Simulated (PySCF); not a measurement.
Screening by computed properties: pick the candidate that meets the target.

Each SMILES stands for a single optimised conformer of the isolated species, non-relativistic unless stated; the electronic structure was computed with PySCF and density fitting.

The conformers computed, where there is a choice (atom-mapped SMILES and torsion angles):
- `[CH3:1][O:2][C:3](=[O:4])[c:5]1[o:6][cH:7][cH:8][p:9]1`: C1–O2–C3–O4 -1°, O2–C3–C5–O6 179°
- `[CH3:1][CH2:2][CH:3]1[C@@H:4]([F:5])[C@@H:6]1[F:7]`: C1–C2–C3–C4 84°
- `[CH2:1]=[C:2]([F:3])[CH2:4][F:5]`: C1–C2–C4–F5 0°

(1) Wanted: lowest singlet excitation below 4 eV (TDDFT CAM-B3LYP/def2-SVPD) and lowest triplet excitation (Tamm–Dancoff) below 5 eV (TDA CAM-B3LYP/def2-SVPD), at GFN2-xTB geometries. Which candidate meets both?
A. `O=C1C=CC[C@@H]1F`
B. `F[C@H]1[C@H](F)C1`
C. `COC(=O)c1occp1`
D. `F[C@H]1[C@@H](C1CC)F`

(2) Wanted: smallest rotational constant between 1 GHz and 2 GHz (GFN2-xTB) and static isotropic polarisability above 38 au (CAM-B3LYP/def2-SVPD), at GFN2-xTB geometries. Which candidate meets both?
A. `C=C(F)CF`
B. `CCC1[C@@H](F)[C@@H]1F`
C. `F[C@@H]1C[C@H]1F`
D. `COC(=O)c1occp1`

(3) Wanted: HOMO energy below -9.1 eV (CAM-B3LYP/def2-SVPD) and electronic spatial extent ⟨r²⟩ about the centre of nuclear charge above 800 bohr² (CAM-B3LYP/def2-SVPD), at GFN2-xTB geometries. Which candidate meets both?
A. `o1ccpc1C(=O)OC`
B. `O=C1C=CC[C@@H]1F`
C. `C=C(F)CF`
D. `CCC1[C@@H](F)[C@@H]1F`
E. `C1[C@H]([C@@H]1F)F`

(4) Wanted: dipole moment below 1.4 D (CAM-B3LYP/def2-SVPD) and HOMO–LUMO gap below 11 eV (CAM-B3LYP/def2-SVPD), at GFN2-xTB geometries. Which candidate meets both?
A. `C1[C@H]([C@@H]1F)F`
B. `CCC1[C@@H](F)[C@@H]1F`
C. `C=C(F)CF`
D. `o1ccpc1C(=O)OC`
E. `O=C1C=CC[C@@H]1F`

## Answers

(1) A. Computed values:
```
             species  lowest singlet excitation  lowest triplet excitation (Tamm–Dancoff)
    O=C1C=CC[C@@H]1F                    3.76 eV                                   3.28 eV
      COC(=O)c1occp1                    4.68 eV                                   2.80 eV
F[C@H]1[C@@H](C1CC)F                    7.54 eV                                   7.16 eV
   F[C@H]1[C@H](F)C1                    7.76 eV                                   7.34 eV
```

(2) B. Computed values:
```csv
species,smallest rotational constant,static isotropic polarisability
COC(=O)c1occp1,0.774 GHz,92.9 au
CCC1[C@@H](F)[C@@H]1F,1.377 GHz,59.3 au
C=C(F)CF,2.755 GHz,39.4 au
F[C@@H]1C[C@H]1F,3.082 GHz,36.0 au
```

(3) D. Computed values:
```csv
species,HOMO energy,electronic spatial extent ⟨r²⟩ about the centre of nuclear charge
C1[C@H]([C@@H]1F)F,-9.86 eV,389 bohr²
CCC1[C@@H](F)[C@@H]1F,-9.58 eV,861 bohr²
C=C(F)CF,-9.21 eV,414 bohr²
O=C1C=CC[C@@H]1F,-8.97 eV,643 bohr²
o1ccpc1C(=O)OC,-8.49 eV,1410 bohr²
```

(4) C. Computed values:
```csv
species,dipole moment,HOMO–LUMO gap
C=C(F)CF,0.22 D,10.40 eV
C1[C@H]([C@@H]1F)F,1.28 D,11.44 eV
CCC1[C@@H](F)[C@@H]1F,1.58 D,10.87 eV
o1ccpc1C(=O)OC,2.24 D,7.42 eV
O=C1C=CC[C@@H]1F,4.80 D,8.14 eV
```
